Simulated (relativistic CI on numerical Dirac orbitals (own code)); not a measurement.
# Nb³⁺: resonant inelastic scattering at the M2,3 edge

Computed with this model: Dirac-Coulomb-Breit CI, separate exchange-only KLI orbitals for each configuration, a model potential for QED, valence Slater integrals scaled by 0.8, Kramers-Heisenberg scattering through one core-hole configuration in a parametric crystal field; configurations [Kr] 4d2 → [Ne] 3s2 3p5 3d10 4s2 4p6 4d3; 10 K; core-hole width 1.2 eV; summed over polarisations. Incident energies are the highest absorption maxima for each field (at most a few, so the weaker spin-orbit partner edge can be absent), on the computed scale of the free ion. Intensities are in per cent of the strongest line above 0.02 eV; levels within 1 cm⁻¹ are merged; final levels count from the ground level, the first row holds all elastic scattering, lines under 0.4 are left out and each table stops after 24 rows. The scale of the Slater integrals is a model choice and moves the terms in proportion.

Field parameters in Wybourne normalisation: D3d B²₀ = −7Dσ, B⁴₀ = −14Dq − 21Dτ, B⁴₃ = −14√(10/7) Dq. The field is a parameter set, without covalency.

S is read from ⟨S²⟩ = S(S + 1).

D3d, 10Dq = 37950, Dσ = -1200, Dτ = -380 cm⁻¹:

```tsv
Final level (eV)	Degeneracy	Irrep	S	366.5 eV	369.9 eV	371 eV
0.000	1	A1	1.00	545.6	475.1	448.3
0.003	2	E	1.00	10.3	4.2	3.6
0.680	2	E	0.99	27.9	2.5	7.4
0.732	2	E	1.00	61.5	24.2	28.1
0.776	1	A2	1.00	0.4	1.6	2.5
0.778	1	A1	1.00	6.0	0.6	1.5
1.088	2	E	0.04	42.2	2.5	8.9
1.692	1	A1	0.01	29.7	1.3	2.5
1.833	2	E	0.01	9.3	1.0	1.3
3.427	1	A1	0.00	1.4	1.4	1.0
4.573	1	A2	1.00	3.7	75.4	9.1
4.574	2	E	1.00	0.3	9.1	7.8
4.793	1	A1	1.00	0.5	17.6	12.6
4.793	1	A2	1.00	0.1	2.4	1.4
4.821	2	E	1.00	3.9	100.0	28.5
4.849	2	E	1.00	0.1	6.9	3.6
5.492	1	A1	0.99	1.3	37.6	26.9
5.498	2	E	1.00	0.5	13.6	6.6
5.818	1	A1	0.07	0.2	2.6	16.8
5.903	2	E	0.11	0.5	4.1	21.8
6.028	1	A2	0.89	0.0	0.5	2.8
6.048	1	A1	0.98	0.1	0.7	4.5
6.058	2	E	1.00	0.9	9.6	32.8
6.079	2	E	0.96	0.1	0.9	1.2
```

D3d, 10Dq = 37950, Dσ = -860, Dτ = -380 cm⁻¹:

```csv
Final level (eV),Degeneracy,Irrep,S,366.5 eV,369.9 eV,371 eV
0.000,1,A1,1.00,581.7,486.8,490.8
0.004,2,E,1.00,14.7,4.7,3.6
0.576,2,E,0.99,30.6,3.1,7.5
0.627,2,E,1.00,60.1,29.3,27.7
0.669,1,A2,1.00,0.3,1.9,3.0
0.672,1,A1,1.00,6.9,0.8,1.5
1.096,2,E,0.02,45.5,2.7,9.8
1.656,1,A1,0.00,29.4,1.2,2.5
1.723,2,E,0.01,10.8,1.0,1.4
3.244,1,A1,0.00,2.0,1.5,1.2
4.542,1,A2,1.00,3.8,77.7,11.3
4.544,2,E,1.00,0.3,9.3,7.8
4.739,1,A1,1.00,0.6,18.8,13.5
4.740,1,A2,1.00,0.1,2.2,1.2
4.766,2,E,1.00,3.9,100.0,28.2
4.792,2,E,1.00,0.1,6.5,3.4
5.476,1,A1,0.99,1.3,38.1,31.7
5.482,2,E,1.00,0.6,13.3,7.5
5.777,1,A1,0.15,0.3,2.7,15.8
5.858,2,E,0.40,0.5,3.1,19.3
5.894,1,A2,0.98,0.0,0.6,1.5
5.913,1,A1,0.95,0.1,1.2,7.5
5.919,2,E,0.99,1.0,13.5,40.4
5.954,2,E,0.81,0.2,2.3,6.3
```

For the first field the strongest loss at the lowest incident energy is the level at 0.73 eV (S = 1.00, against 1.00 in the thermal ground state). Levels of other spin, the first over 8 % at 1.09 eV, appear because spin-orbit coupling of the core hole, and in heavier ions of the valence shell too, mixes spins.
